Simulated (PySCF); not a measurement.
## Ionisation energy along the 6-electron series

Calculated with PySCF 2.14 and a two-component X2C-1e Hamiltonian (Gaussian nucleus, no Breit or QED terms), each ion in its own even-tempered basis scaled to its charge; GMP2 freezes nothing and drops the highest virtual spinors. Values in eV. NIST values: (m) measured, (s) semi-empirical, (t) theoretical.

```tsv
ion	configuration	GHF (spin-free)	GMP2 (spin-free)	GHF (screened spin-orbit)	GMP2 (screened spin-orbit)	NIST
Ni²²⁺	[He] 2s2 2p2	2006.1	2006.0	2007.6	2008.9	2008.1 ± 1.3 (s)
Zn²⁴⁺	[He] 2s2 2p2	2353.5	2353.4	2358.5	2360.7	2358 ± 1.6 (s)
Ga²⁵⁺	[He] 2s2 2p2	2537.7	2537.6	2545.0	2547.3	2543.9 ± 2 (s)
```

Q: Fill in the row of Cu²³⁺.

A: configuration: [He] 2s2 2p2; GHF (spin-free): 2176.3; GMP2 (spin-free): 2176.2; GHF (screened spin-orbit): 2179.3; GMP2 (screened spin-orbit): 2181.1; NIST: 2179.4 ± 1.5 (s).
